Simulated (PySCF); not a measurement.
ClTl, charge +1, doublet, at the geometry of the source list (a state made from the parent by changing its charge; the spin is typed, not shown lowest) (core potentials on Tl), atoms displaced at random by about 0.03 Å a coordinate; R2SCAN/def2-SVP, gradient by finite differences (PySCF).

The PySCF input:
```python
from pyscf import gto, scf, dft

mol = gto.Mole()
mol.atom = '''
    Tl   -0.78319833   -0.77037284   -0.75335240
    Cl    0.81370496    0.73825730    0.74002744
'''
mol.basis = 'def2-svp'
mol.ecp = {'Tl': 'def2-svp'}
mol.charge = 1
mol.spin = 1
mol.verbose = 4
mol.build()

mf = dft.UKS(mol)
mf.xc = 'r2scan'
mf.conv_tol = 1e-11
mf.kernel()
scan, done = mf.as_scanner(), []
scan.scf_summary = {}
def energy(d):
    c = mol.atom_coords()
    c[0, 1] += d
    e = scan(mol.set_geom_(c, unit='Bohr', inplace=False))
    done.append(scan.converged)
    return e
h = 0.05
fd = (energy(h) - energy(-h)) / (2 * h)
print('dE/dx =', fd)
```

Output, abridged:

```
PySCF version 2.14.0

[INPUT] verbose = 4
[INPUT] num. atoms = 2
[INPUT] num. electrons = 37
[INPUT] charge = 1
[INPUT] spin (= nelec alpha-beta = 2S) = 1
[INPUT] symmetry False subgroup None
[INPUT] Mole.unit = angstrom
[INPUT] Symbol           X                Y                Z      unit          X                Y                Z       unit  Magmom
[INPUT]  1 Tl    -0.783198330000  -0.770372840000  -0.753352400000 AA   -1.480030344917  -1.455793681403  -1.423629711284 Bohr   0.0
[INPUT]  2 Cl     0.813704960000   0.738257300000   0.740027440000 AA    1.537679520600   1.395104106461   1.398449186263 Bohr   0.0

nuclear repulsion = 71.1184724403748
number of shells = 18
number of NR pGTOs = 97
number of NR cGTOs = 44
basis = def2-svp
ecp = {'Tl': 'def2-svp'}

******** <class 'pyscf.dft.uks.UKS'> ********
method = UKS
initial guess = minao
damping factor = 0
level_shift factor = 0
DIIS = <class 'pyscf.scf.diis.CDIIS'>
diis_start_cycle = 1
diis_space = 8
diis_damp = 0
SCF conv_tol = 1e-11
SCF conv_tol_grad = None
SCF max_cycles = 50
direct_scf = True
direct_scf_tol = 1e-13
number electrons alpha = 19  beta = 18
XC library pyscf.dft.libxc version 7.1.2
    S. Lehtola, C. Steigemann, M. J. T. Oliveira, and M. A. L. Marques,  SoftwareX 7, 1–5 (2018)
XC functionals = r2scan
    J. W. Furness, A. D. Kaplan, J. Ning, J. P. Perdew, and J. Sun,  J. Phys. Chem. Lett. 11, 8208–8215 (2020)
    J. W. Furness, A. D. Kaplan, J. Ning, J. P. Perdew, and J. Sun,  J. Phys. Chem. Lett. 11, 9248–9248 (2020)
    J. W. Furness, A. D. Kaplan, J. Ning, J. P. Perdew, and J. Sun,  J. Phys. Chem. Lett. 11, 8208–8215 (2020)
    J. W. Furness, A. D. Kaplan, J. Ning, J. P. Perdew, and J. Sun,  J. Phys. Chem. Lett. 11, 9248–9248 (2020)
radial grids:
    Treutler-Ahlrichs [JCP 102, 346 (1995); DOI:10.1063/1.469408] (M4) radial grids

becke partition: Becke, JCP 88, 2547 (1988); DOI:10.1063/1.454033
pruning grids: <function nwchem_prune>
grids dens level: 3
symmetrized grids: False
atomic radii adjust function: <function treutler_atomic_radii_adjust>
small_rho_cutoff = 0
Set gradient conv threshold to 3.16228e-06
tot grids = 41808
init E= -610.880878411463

cycle= 1 E= -631.51571159453  delta_E= -20.6  |g|= 1.19  |ddm|= 8.63
cycle= 2 E= -630.874558672784  delta_E= 0.641  |g|=  1.6  |ddm|= 3.93
cycle= 3 E= -632.325986513825  delta_E= -1.45  |g|= 0.108  |ddm|= 2.43
cycle= 4 E= -632.33251022795  delta_E= -0.00652  |g|= 0.05  |ddm|= 0.266
cycle= 5 E= -632.334094034233  delta_E= -0.00158  |g|= 0.00828  |ddm|= 0.106
cycle= 6 E= -632.33414693853  delta_E= -5.29e-05  |g|= 0.000956  |ddm|= 0.0166
cycle= 7 E= -632.334147534806  delta_E= -5.96e-07  |g|= 0.000328  |ddm|= 0.00162
cycle= 8 E= -632.334147665488  delta_E= -1.31e-07  |g|= 0.000115  |ddm|= 0.00129
cycle= 9 E= -632.33414780362  delta_E= -1.38e-07  |g|= 0.000162  |ddm|= 0.00196
cycle= 10 E= -632.33414758921  delta_E= 2.14e-07  |g|= 5.28e-05  |ddm|= 0.00393
cycle= 11 E= -632.334147571465  delta_E= 1.77e-08  |g|= 1.18e-05  |ddm|= 0.00144
cycle= 12 E= -632.334147571678  delta_E= -2.14e-10  |g|= 5.6e-06  |ddm|= 0.00013
cycle= 13 E= -632.334147571917  delta_E= -2.39e-10  |g|= 5.47e-06  |ddm|= 5.39e-05
cycle= 14 E= -632.334147572284  delta_E= -3.68e-10  |g|= 5.41e-06  |ddm|= 8.42e-05
cycle= 15 E= -632.334147573341  delta_E= -1.06e-09  |g|= 5.28e-06  |ddm|= 0.000247
cycle= 16 E= -632.334147576593  delta_E= -3.25e-09  |g|= 4.79e-06  |ddm|= 0.000817
cycle= 17 E= -632.334147587783  delta_E= -1.12e-08  |g|= 3.06e-06  |ddm|= 0.00452
cycle= 18 E= -632.334147588193  delta_E= -4.1e-10  |g|= 2.14e-06  |ddm|= 0.000378
cycle= 19 E= -632.334147588862  delta_E= -6.69e-10  |g|= 1.92e-06  |ddm|= 0.000947
cycle= 20 E= -632.334147588899  delta_E= -3.73e-11  |g|= 2.16e-06  |ddm|= 6.81e-05
cycle= 21 E= -632.334147588982  delta_E= -8.3e-11  |g|= 9.39e-07  |ddm|= 0.000551
cycle= 22 E= -632.334147588983  delta_E= -2.27e-13  |g|= 7.54e-08  |ddm|= 5.62e-05
Extra cycle  E= -632.334147588985  delta_E= -2.27e-12  |g|= 6.25e-08  |ddm|= 5.46e-07
converged SCF energy = -632.334147588985  <S^2> = 0.75376171  2S+1 = 2.0037582
Create scanner for <class 'pyscf.dft.uks.UKS'>

WARN: Mole.unit (angstrom) is changed to Bohr

New geometry
   1 Tl    -0.783198330000  -0.743913979454  -0.753352400000 AA   -1.480030344917  -1.405793681403  -1.423629711284 Bohr
   2 Cl     0.813704960000   0.738257300000   0.740027440000 AA    1.537679520600   1.395104106461   1.398449186263 Bohr

******** <class 'pyscf.scf.hf.UKS_Scanner'> ********
method = UKS_Scanner
initial guess = minao
damping factor = 0
level_shift factor = 0
DIIS = <class 'pyscf.scf.diis.CDIIS'>
diis_start_cycle = 1
diis_space = 8
diis_damp = 0
SCF conv_tol = 1e-11
SCF conv_tol_grad = None
SCF max_cycles = 50
direct_scf = True
direct_scf_tol = 1e-13
number electrons alpha = 19  beta = 18
XC library pyscf.dft.libxc version 7.1.2
    S. Lehtola, C. Steigemann, M. J. T. Oliveira, and M. A. L. Marques,  SoftwareX 7, 1–5 (2018)
XC functionals = r2scan
    J. W. Furness, A. D. Kaplan, J. Ning, J. P. Perdew, and J. Sun,  J. Phys. Chem. Lett. 11, 8208–8215 (2020)
    J. W. Furness, A. D. Kaplan, J. Ning, J. P. Perdew, and J. Sun,  J. Phys. Chem. Lett. 11, 9248–9248 (2020)
    J. W. Furness, A. D. Kaplan, J. Ning, J. P. Perdew, and J. Sun,  J. Phys. Chem. Lett. 11, 8208–8215 (2020)
    J. W. Furness, A. D. Kaplan, J. Ning, J. P. Perdew, and J. Sun,  J. Phys. Chem. Lett. 11, 9248–9248 (2020)
radial grids:
    Treutler-Ahlrichs [JCP 102, 346 (1995); DOI:10.1063/1.469408] (M4) radial grids

becke partition: Becke, JCP 88, 2547 (1988); DOI:10.1063/1.454033
pruning grids: <function nwchem_prune>
grids dens level: 3
symmetrized grids: False
atomic radii adjust function: <function treutler_atomic_radii_adjust>
small_rho_cutoff = 0
Set gradient conv threshold to 3.16228e-06
tot grids = 41808
init E= -632.334693703607
cycle= 1 E= -632.333077896452  delta_E= 0.00162  |g|= 0.00202  |ddm|= 0.0188
cycle= 2 E= -632.333086281268  delta_E= -8.38e-06  |g|= 0.00231  |ddm|= 0.0192
cycle= 3 E= -632.333098530538  delta_E= -1.22e-05  |g|= 0.00165  |ddm|= 0.0133
cycle= 4 E= -632.333079227908  delta_E= 1.93e-05  |g|= 0.000477  |ddm|= 0.0382
cycle= 5 E= -632.333078194109  delta_E= 1.03e-06  |g|= 0.000117  |ddm|= 0.0119
cycle= 6 E= -632.333078204396  delta_E= -1.03e-08  |g|= 2.94e-05  |ddm|= 0.000322
cycle= 7 E= -632.333078205348  delta_E= -9.52e-10  |g|= 1.08e-05  |ddm|= 9.1e-05
cycle= 8 E= -632.333078205474  delta_E= -1.26e-10  |g|= 3.3e-06  |ddm|= 3.54e-05
cycle= 9 E= -632.3330782055  delta_E= -2.55e-11  |g|= 1.66e-06  |ddm|= 1.57e-05
cycle= 10 E= -632.33307820551  delta_E= -1.02e-11  |g|= 1.27e-06  |ddm|= 1.32e-05
cycle= 11 E= -632.333078205523  delta_E= -1.3e-11  |g|= 1.17e-06  |ddm|= 1.35e-05
cycle= 12 E= -632.333078205535  delta_E= -1.23e-11  |g|= 1.16e-06  |ddm|= 1.19e-05
cycle= 13 E= -632.333078205553  delta_E= -1.82e-11  |g|= 1.15e-06  |ddm|= 2.16e-05
cycle= 14 E= -632.333078205548  delta_E= 5.46e-12  |g|= 1.16e-06  |ddm|= 5.31e-06
Extra cycle  E= -632.333078205558  delta_E= -1e-11  |g|= 1.16e-06  |ddm|= 1.09e-05
converged SCF energy = -632.333078205558  <S^2> = 0.75376397  2S+1 = 2.0037604

WARN: Mole.unit (angstrom) is changed to Bohr

New geometry
   1 Tl    -0.783198330000  -0.796831700546  -0.753352400000 AA   -1.480030344917  -1.505793681403  -1.423629711284 Bohr
   2 Cl     0.813704960000   0.738257300000   0.740027440000 AA    1.537679520600   1.395104106461   1.398449186263 Bohr

******** <class 'pyscf.scf.hf.UKS_Scanner'> ********
method = UKS_Scanner
initial guess = minao
damping factor = 0
level_shift factor = 0
DIIS = <class 'pyscf.scf.diis.CDIIS'>
diis_start_cycle = 1
diis_space = 8
diis_damp = 0
SCF conv_tol = 1e-11
SCF conv_tol_grad = None
SCF max_cycles = 50
direct_scf = True
direct_scf_tol = 1e-13
number electrons alpha = 19  beta = 18
XC library pyscf.dft.libxc version 7.1.2
    S. Lehtola, C. Steigemann, M. J. T. Oliveira, and M. A. L. Marques,  SoftwareX 7, 1–5 (2018)
XC functionals = r2scan
    J. W. Furness, A. D. Kaplan, J. Ning, J. P. Perdew, and J. Sun,  J. Phys. Chem. Lett. 11, 8208–8215 (2020)
    J. W. Furness, A. D. Kaplan, J. Ning, J. P. Perdew, and J. Sun,  J. Phys. Chem. Lett. 11, 9248–9248 (2020)
    J. W. Furness, A. D. Kaplan, J. Ning, J. P. Perdew, and J. Sun,  J. Phys. Chem. Lett. 11, 8208–8215 (2020)
    J. W. Furness, A. D. Kaplan, J. Ning, J. P. Perdew, and J. Sun,  J. Phys. Chem. Lett. 11, 9248–9248 (2020)
radial grids:
    Treutler-Ahlrichs [JCP 102, 346 (1995); DOI:10.1063/1.469408] (M4) radial grids

becke partition: Becke, JCP 88, 2547 (1988); DOI:10.1063/1.454033
pruning grids: <function nwchem_prune>
grids dens level: 3
symmetrized grids: False
atomic radii adjust function: <function treutler_atomic_radii_adjust>
small_rho_cutoff = 0
Set gradient conv threshold to 3.16228e-06
tot grids = 41808
init E= -632.332105711705
cycle= 1 E= -632.335155650644  delta_E= -0.00305  |g|= 0.00408  |ddm|= 0.034
cycle= 2 E= -632.335168693014  delta_E= -1.3e-05  |g|= 0.00399  |ddm|= 0.0223
cycle= 3 E= -632.335190635979  delta_E= -2.19e-05  |g|= 0.00165  |ddm|= 0.0161
cycle= 4 E= -632.33518141222  delta_E= 9.22e-06  |g|= 0.00137  |ddm|= 0.0114
cycle= 5 E= -632.335162769426  delta_E= 1.86e-05  |g|= 0.000237  |ddm|= 0.0499
cycle= 6 E= -632.335162803986  delta_E= -3.46e-08  |g|= 9.01e-05  |ddm|= 0.00127
cycle= 7 E= -632.335162812667  delta_E= -8.68e-09  |g|= 3.55e-05  |ddm|= 0.000239
cycle= 8 E= -632.335162813607  delta_E= -9.4e-10  |g|= 6.89e-06  |ddm|= 8.32e-05
cycle= 9 E= -632.335162813668  delta_E= -6.17e-11  |g|= 3.27e-06  |ddm|= 6.33e-05
cycle= 10 E= -632.335162813687  delta_E= -1.86e-11  |g|= 1.07e-06  |ddm|= 1.33e-05
cycle= 11 E= -632.335162813692  delta_E= -4.55e-12  |g|= 6.1e-07  |ddm|= 1.88e-05
Extra cycle  E= -632.335162813692  delta_E= -4.55e-13  |g|= 5.71e-07  |ddm|= 5.04e-06
converged SCF energy = -632.335162813692  <S^2> = 0.75375946  2S+1 = 2.0037559
dE/dx = 0.02084608134282462
```
